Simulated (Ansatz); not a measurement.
`[SiH3][N]([SiH3])[AlH][SH]` and `[OH][Sn][N]([SiH3])[SiH3]` differ in one atom or group.

Ansatz, PBE0-D4/def2-TZVP geometries, multiplicity 1. Each molecule was computed in one conformer, which needn't be the lowest.

Elements past krypton have def2 core potentials.

```csv
property,`[SiH3][N]([SiH3])[AlH][SH]`
size of the dipole moment (PBE/def2-TZVPP) / D,0.77
zero-point energy (PBE0-D4/def2-TZVP) / kJ/mol,193.3
size of the dipole moment (ωB97M-V/def2-TZVPP) / D,0.80
HOMO–LUMO gap (ωB97M-V/def2-TZVPP) / eV,10.63
HOMO–LUMO gap (PBE0/def2-TZVPP) / eV,6.84
HOMO energy (B3LYP/def2-TZVPP) / eV,-7.47
```

Question: Give the same properties after the change, and the shifts. (Estimate.)

Answer: Computed: 
```csv
property,`[OH][Sn][N]([SiH3])[SiH3]`,shift
size of the dipole moment (PBE/def2-TZVPP) / D,0.84,0.07
zero-point energy (PBE0-D4/def2-TZVP) / kJ/mol,182.0,-11.3
size of the dipole moment (ωB97M-V/def2-TZVPP) / D,1.00,0.20
HOMO–LUMO gap (ωB97M-V/def2-TZVPP) / eV,9.32,-1.31
HOMO–LUMO gap (PBE0/def2-TZVPP) / eV,5.46,-1.38
HOMO energy (B3LYP/def2-TZVPP) / eV,-7.43,0.04
```

With PBE0 the HOMO rises by 0.09 eV and the LUMO falls by 1.29 eV, so the gap narrows by about 1.38 eV. PBE moves the HOMO by 0.10 eV and ωB97M-V by 0.11 eV. The zero-point energy changes by -11.3 kJ/mol with -3 modes. Dipoles are sizes alone; their direction can turn.

Positive LUMOs are unbound, so they and the gaps depend on the basis.

B3LYP here is the variant with VWN-RPA as its local correlation; programs differ in this.
